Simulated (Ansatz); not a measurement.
Level of theory: PBE-D3(BJ)/def2-SVP run with Ansatz (a quantum-chemistry and plane-wave program). No frequencies were computed at this level.

Ansatz 0.2 input:
```yaml
crystal:
  periodic: [false, false, false]
  atoms:
    - { symbol: Ga, position_ang: [-0.041595, 0.195851, 0.189272] }
    - { symbol: F, position_ang: [-1.418213, -0.278494, 1.124793] }
    - { symbol: F, position_ang: [-0.250175, 1.434472, -1.009527] }
    - { symbol: F, position_ang: [1.496557, -0.15417, 0.891493] }
    - { symbol: C, position_ang: [0.033254, -2.645011, -1.236101] }
    - { symbol: O, position_ang: [-0.048365, -1.219046, -1.28961] }
    - { symbol: H, position_ang: [-0.954247, -3.094994, -1.353817] }
    - { symbol: H, position_ang: [0.431323, -2.899221, -0.254712] }
    - { symbol: H, position_ang: [0.713055, -3.005093, -2.011482] }
    - { symbol: H, position_ang: [-0.409043, -0.913789, -2.132724] }
basis:
  gaussian: { orbitals: def2-svp }
hamiltonian:
  xc: pbe
  dispersion: d3bj
relax:
  max_steps: 150
```

Output:

```
Functional definition: PBE
1332 factors; their error is unknown
mean field evaluation 1: about -63636.2998 eV, gradient 8.0e1 eV
mean field evaluation 2: about -63606.1673 eV, gradient 1.6e2 eV
mean field evaluation 4: about -63646.6736 eV, gradient 6.8e0 eV
mean field evaluation 8: about -63646.7636 eV, gradient 1.3e-1 eV
mean field evaluation 16: about -63646.6963 eV, gradient 1.3e-4 eV
mean field -63646.69628248 eV, -2338.9729471010 hartree, gradient 1.3e-5 eV, S^2 0.000000; 0 other end points of the search recorded, 0 dependent functions left out
reference -63646.69632813 eV, -2338.9729487785 hartree; 38, 38 occupied and 84, 84 virtual orbitals, 1332 factors
relax step   1: F+E_penalty+E_count = -63646.85351174 eV  Δ(F+E_penalty+E_count) = +0.000e0 eV  max|allowed force component| = 9.932e-1 eV/Å  Δτ_max = 0.0000 Å  (28 SCF iters, accepted)
these checks for a lower state are left out or cut short: starts, cluster_reference, orbital_swaps, neighbouring_geometries, increment
1332 factors; their error is unknown
mean field -63646.76558820 eV, -2338.9754940392 hartree, gradient 1.3e-5 eV, S^2 0.000000; 0 other end points of the search recorded, 0 dependent functions left out
reference -63646.76563407 eV, -2338.9754957249 hartree; 38, 38 occupied and 84, 84 virtual orbitals, 1332 factors
relax step   2: F+E_penalty+E_count = -63646.92121010 eV  Δ(F+E_penalty+E_count) = -6.770e-2 eV  max|allowed force component| = 4.204e-1 eV/Å  Δτ_max = 0.0704 Å  (30 SCF iters, accepted)
these checks for a lower state are left out or cut short: starts, cluster_reference, orbital_swaps, neighbouring_geometries, increment
1332 factors; their error is unknown
mean field evaluation 32: about -63646.7826 eV, gradient 1.3e-5 eV
mean field -63646.78258402 eV, -2338.9761186241 hartree, gradient 1.3e-5 eV, S^2 0.000000; 0 other end points of the search recorded, 0 dependent functions left out
reference -63646.78262967 eV, -2338.9761203017 hartree; 38, 38 occupied and 84, 84 virtual orbitals, 1332 factors
relax step   3: F+E_penalty+E_count = -63646.93897046 eV  Δ(F+E_penalty+E_count) = -1.776e-2 eV  max|allowed force component| = 7.916e-2 eV/Å  Δτ_max = 0.0842 Å  (29 SCF iters, accepted)
these checks for a lower state are left out or cut short: starts, cluster_reference, orbital_swaps, neighbouring_geometries, increment
1332 factors; their error is unknown
mean field -63646.78828446 eV, -2338.9763281112 hartree, gradient 9.0e-6 eV, S^2 0.000000; 0 other end points of the search recorded, 0 dependent functions left out
reference -63646.78833007 eV, -2338.9763297875 hartree; 38, 38 occupied and 84, 84 virtual orbitals, 1332 factors
relax step   4: F+E_penalty+E_count = -63646.94545971 eV  Δ(F+E_penalty+E_count) = -6.489e-3 eV  max|allowed force component| = 6.327e-2 eV/Å  Δτ_max = 0.0606 Å  (29 SCF iters, accepted)
these checks for a lower state are left out or cut short: starts, cluster_reference, orbital_swaps, neighbouring_geometries, increment
1332 factors; their error is unknown
mean field -63646.79983517 eV, -2338.9767525920 hartree, gradient 1.0e-5 eV, S^2 0.000000; 0 other end points of the search recorded, 0 dependent functions left out
reference -63646.79988060 eV, -2338.9767542616 hartree; 38, 38 occupied and 84, 84 virtual orbitals, 1332 factors
relax step   5: F+E_penalty+E_count = -63646.95939719 eV  Δ(F+E_penalty+E_count) = -1.394e-2 eV  max|allowed force component| = 3.120e-1 eV/Å  Δτ_max = 0.1916 Å  (28 SCF iters, accepted)
these checks for a lower state are left out or cut short: starts, cluster_reference, orbital_swaps, neighbouring_geometries, increment
1332 factors; their error is unknown
mean field -63646.80990114 eV, -2338.9771225097 hartree, gradient 9.5e-6 eV, S^2 0.000000; 0 other end points of the search recorded, 0 dependent functions left out
reference -63646.80994647 eV, -2338.9771241756 hartree; 38, 38 occupied and 84, 84 virtual orbitals, 1332 factors
relax step   6: F+E_penalty+E_count = -63646.97057424 eV  Δ(F+E_penalty+E_count) = -1.118e-2 eV  max|allowed force component| = 3.770e-1 eV/Å  Δτ_max = 0.1241 Å  (29 SCF iters, accepted)
these checks for a lower state are left out or cut short: starts, cluster_reference, orbital_swaps, neighbouring_geometries, increment
1332 factors; their error is unknown
mean field -63646.83293340 eV, -2338.9779689296 hartree, gradient 1.0e-5 eV, S^2 0.000000; 0 other end points of the search recorded, 0 dependent functions left out
reference -63646.83297880 eV, -2338.9779705981 hartree; 38, 38 occupied and 84, 84 virtual orbitals, 1332 factors
relax step   7: F+E_penalty+E_count = -63646.99387578 eV  Δ(F+E_penalty+E_count) = -2.330e-2 eV  max|allowed force component| = 1.490e-1 eV/Å  Δτ_max = 0.2000 Å  (36 SCF iters, accepted)
these checks for a lower state are left out or cut short: starts, cluster_reference, orbital_swaps, neighbouring_geometries, increment
1332 factors; their error is unknown
mean field evaluation 64: about -63646.8366 eV, gradient 1.3e-1 eV
mean field -63646.83659252 eV, -2338.9781034000 hartree, gradient 1.1e-5 eV, S^2 0.000000; 0 other end points of the search recorded, 0 dependent functions left out
reference -63646.83663783 eV, -2338.9781050651 hartree; 38, 38 occupied and 84, 84 virtual orbitals, 1332 factors
relax step   8: F+E_penalty+E_count = -63646.99779653 eV  Δ(F+E_penalty+E_count) = -3.921e-3 eV  max|allowed force component| = 1.088e-1 eV/Å  Δτ_max = 0.0448 Å  (29 SCF iters, accepted)
these checks for a lower state are left out or cut short: starts, cluster_reference, orbital_swaps, neighbouring_geometries, increment
1332 factors; their error is unknown
mean field -63646.83388803 eV, -2338.9780040116 hartree, gradient 9.6e-6 eV, S^2 0.000000; 0 other end points of the search recorded, 0 dependent functions left out
reference -63646.83393287 eV, -2338.9780056596 hartree; 38, 38 occupied and 84, 84 virtual orbitals, 1332 factors
relax step   9: F+E_penalty+E_count = -63646.99562050 eV  Δ(F+E_penalty+E_count) = +2.176e-3 eV  max|allowed force component| = 4.116e-1 eV/Å  Δτ_max = 0.1951 Å  (36 SCF iters, rejected (line search))
these checks for a lower state are left out or cut short: starts, cluster_reference, orbital_swaps, neighbouring_geometries, increment
1332 factors; their error is unknown
mean field -63646.84153989 eV, -2338.9782852124 hartree, gradient 1.6e-5 eV, S^2 0.000000; 0 other end points of the search recorded, 0 dependent functions left out
reference -63646.84158513 eV, -2338.9782868746 hartree; 38, 38 occupied and 84, 84 virtual orbitals, 1332 factors
relax step  10: F+E_penalty+E_count = -63647.00307940 eV  Δ(F+E_penalty+E_count) = -5.283e-3 eV  max|allowed force component| = 1.046e-1 eV/Å  Δτ_max = 0.0684 Å  (29 SCF iters, accepted)
these checks for a lower state are left out or cut short: starts, cluster_reference, orbital_swaps, neighbouring_geometries, increment
1332 factors; their error is unknown
mean field -63646.84657828 eV, -2338.9784703697 hartree, gradient 2.0e-5 eV, S^2 0.000000; 0 other end points of the search recorded, 0 dependent functions left out
reference -63646.84662334 eV, -2338.9784720257 hartree; 38, 38 occupied and 84, 84 virtual orbitals, 1332 factors
relax step  11: F+E_penalty+E_count = -63647.00834116 eV  Δ(F+E_penalty+E_count) = -5.262e-3 eV  max|allowed force component| = 7.167e-2 eV/Å  Δτ_max = 0.0970 Å  (30 SCF iters, accepted)
these checks for a lower state are left out or cut short: starts, cluster_reference, orbital_swaps, neighbouring_geometries, increment
1332 factors; their error is unknown
mean field evaluation 96: about -63646.8475 eV, gradient 2.5e-5 eV
mean field -63646.84747666 eV, -2338.9785033846 hartree, gradient 2.5e-5 eV, S^2 0.000000; 0 other end points of the search recorded, 0 dependent functions left out
reference -63646.84752173 eV, -2338.9785050408 hartree; 38, 38 occupied and 84, 84 virtual orbitals, 1332 factors
relax step  12: F+E_penalty+E_count = -63647.00891028 eV  Δ(F+E_penalty+E_count) = -5.691e-4 eV  max|allowed force component| = 1.456e-1 eV/Å  Δτ_max = 0.1136 Å  (29 SCF iters, accepted)
these checks for a lower state are left out or cut short: starts, cluster_reference, orbital_swaps, neighbouring_geometries, increment
1332 factors; their error is unknown
mean field -63646.84570823 eV, -2338.9784383959 hartree, gradient 1.2e-5 eV, S^2 0.000000; 0 other end points of the search recorded, 0 dependent functions left out
reference -63646.84575341 eV, -2338.9784400562 hartree; 38, 38 occupied and 84, 84 virtual orbitals, 1332 factors
relax step  13: F+E_penalty+E_count = -63647.00649798 eV  Δ(F+E_penalty+E_count) = +2.412e-3 eV  max|allowed force component| = 2.116e-1 eV/Å  Δτ_max = 0.0380 Å  (30 SCF iters, rejected (line search))
these checks for a lower state are left out or cut short: starts, cluster_reference, orbital_swaps, neighbouring_geometries, increment
1332 factors; their error is unknown
mean field -63646.84939896 eV, -2338.9785740277 hartree, gradient 1.1e-5 eV, S^2 0.000000; 0 other end points of the search recorded, 0 dependent functions left out
reference -63646.84944397 eV, -2338.9785756820 hartree; 38, 38 occupied and 84, 84 virtual orbitals, 1332 factors
relax step  14: F+E_penalty+E_count = -63647.01116401 eV  Δ(F+E_penalty+E_count) = -2.254e-3 eV  max|allowed force component| = 6.245e-2 eV/Å  Δτ_max = 0.0184 Å  (31 SCF iters, accepted)
these checks for a lower state are left out or cut short: starts, cluster_reference, orbital_swaps, neighbouring_geometries, increment
1332 factors; their error is unknown
mean field -63646.84989561 eV, -2338.9785922794 hartree, gradient 9.1e-6 eV, S^2 0.000000; 0 other end points of the search recorded, 0 dependent functions left out
reference -63646.84994070 eV, -2338.9785939365 hartree; 38, 38 occupied and 84, 84 virtual orbitals, 1332 factors
relax step  15: F+E_penalty+E_count = -63647.01140453 eV  Δ(F+E_penalty+E_count) = -2.405e-4 eV  max|allowed force component| = 3.933e-2 eV/Å  Δτ_max = 0.0235 Å  (30 SCF iters, accepted)
these checks for a lower state are left out or cut short: starts, cluster_reference, orbital_swaps, neighbouring_geometries, increment
1332 factors; their error is unknown
mean field -63646.85000703 eV, -2338.9785963741 hartree, gradient 1.1e-5 eV, S^2 0.000000; 0 other end points of the search recorded, 0 dependent functions left out
reference -63646.85005210 eV, -2338.9785980304 hartree; 38, 38 occupied and 84, 84 virtual orbitals, 1332 factors
relax step  16: F+E_penalty+E_count = -63647.01156581 eV  Δ(F+E_penalty+E_count) = -1.613e-4 eV  max|allowed force component| = 8.323e-3 eV/Å  Δτ_max = 0.0113 Å  (31 SCF iters, accepted)
1332 factors; their error is unknown
mean field evaluation 128: about -63636.6942 eV, gradient 7.8e1 eV
mean field -63646.85000703 eV, -2338.9785963741 hartree, gradient 1.1e-5 eV, S^2 0.000000; 1 other end points of the search recorded, 0 dependent functions left out
reference -63646.85005210 eV, -2338.9785980304 hartree; 38, 38 occupied and 84, 84 virtual orbitals, 1332 factors
Total energy: -63647.01161088 eV, -2338.9845352058 hartree
Atom 0 at    -0.013965     0.093069     0.170366 Å, force     0.000493    -0.008323    -0.004567 eV/Å
Atom 1 at    -1.275296    -0.856114     0.970955 Å, force    -0.003592    -0.001374     0.002190 eV/Å
Atom 2 at    -0.536445     1.210487    -1.111250 Å, force    -0.000372     0.002456    -0.000128 eV/Å
Atom 3 at     1.454956     0.444812     1.070416 Å, force     0.003635     0.003006     0.000453 eV/Å
Atom 4 at    -0.074208    -2.602916    -1.226770 Å, force     0.002159     0.001048     0.003867 eV/Å
Atom 5 at     0.467255    -1.261734    -1.302005 Å, force    -0.001301     0.003067    -0.005827 eV/Å
Atom 6 at    -1.156463    -2.584595    -0.993542 Å, force    -0.003423     0.001920    -0.001597 eV/Å
Atom 7 at     0.462759    -3.111807    -0.406837 Å, force    -0.000136    -0.000934     0.001616 eV/Å
Atom 8 at     0.125277    -3.131055    -2.178760 Å, force     0.001716     0.000995    -0.000681 eV/Å
Atom 9 at     0.098682    -0.779644    -2.074988 Å, force     0.000821    -0.001860     0.004674 eV/Å
Dipole moment:    -0.032237    -0.769660    -0.709453 e Å
```

Cost: very roughly 80 core-seconds.
